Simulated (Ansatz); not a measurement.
A nudged elastic band was laid between two geometries of BFH3OSe (7 atoms, charge 1, multiplicity 1).

Method: UKS r2SCAN-D4/def2-SVP (Ansatz 0.2.0).

* movable images: 5
* climbing image: yes
* spring: 5.0 eV/Å²
* optimiser: quadratic models (default)
* start path: through a guess of the saddle point
* force threshold: 0.05 eV/Å
* iteration limit: 60
* end points: relaxed

Image 0:

```xyz
7
Properties=species:S:1:pos:R:3
O -0.986 0.971 -0.134
Se -0.754 -0.861 0.552
B 1.171 -0.880 0.048
F 1.808 -1.976 0.325
H -1.624 1.029 -0.877
H -1.242 1.616 0.560
H 1.626 0.101 -0.473
```

Image 6:

```xyz
7
Properties=species:S:1:pos:R:3
O -0.900 0.863 -0.113
Se -0.059 -1.773 0.737
B 0.305 -0.098 -0.042
F 1.380 0.431 -0.541
H -1.223 1.097 -1.009
H -0.841 1.683 0.424
H 1.338 -2.203 0.543
```

Problem. What changes between the two ends?

Solution. Bonds broken: O1–Se2, B3–H7. Bonds formed: O1–B3, Se2–H7.

Problem. Give the energies along the band, and the barrier.

Solution. The run converged. The highest image is number 1 of 0 to 6, 0.83 eV above the first end and 2.87 eV above the last; the last end lies 2.04 eV below the first. The profile has 2 maxima (images 1, 4) with wells between them (image 3): this band takes more than one step, which may be the mechanism or a detour left from its start path. Neighbouring images differ by up to 1.7 eV, so the band resolves the path poorly. A vibrational analysis at the climbing image gives one clearly imaginary mode, 488i cm⁻¹: a first-order saddle point. The orbitals stay closed-shell, which can raise the energy where a bond breaks towards radicals; this wasn't checked here.

| image | path coordinate (Å) | energy (eV) | O1–Se2 (Å) | B3–H7 (Å) | O1–B3 (Å) |
| --- | --- | --- | --- | --- | --- |
| 0 | 0.00 | 0.00 | 1.97 | 1.20 | 2.85 |
| 1 | 1.10 | 0.83 | 2.40 | 1.29 | 3.21 |
| 2 | 3.25 | -0.18 | 2.67 | 2.38 | 4.53 |
| 3 | 5.41 | -0.22 | 2.74 | 2.36 | 4.36 |
| 4 | 7.56 | -0.06 | 2.69 | 2.24 | 4.41 |
| 5 | 9.72 | -0.30 | 2.67 | 2.20 | 3.08 |
| 6 | 11.87 | -2.04 | 2.89 | 2.42 | 1.54 |

Problem. What is the geometry of the highest image?

Solution. 
```xyz
7
Properties=species:S:1:pos:R:3:forces:R:3
O -0.896 1.208 -0.151 0.01 -0.01 0.00
Se -0.638 -1.083 0.498 0.00 0.00 0.00
B 1.134 -1.270 0.110 0.00 0.00 -0.01
F 2.257 -1.878 0.014 0.00 0.00 0.00
H -1.573 1.308 -0.848 0.00 0.00 0.00
H -1.207 1.758 0.594 0.00 0.00 0.00
H 0.923 -0.042 -0.219 0.00 0.00 0.00
```

The band took 35 iterations and of the order of 22 core-minutes.

Run time: 11 min on 2 threads of Arm Neoverse V2 (shared host), peak memory 0.24 GiB.
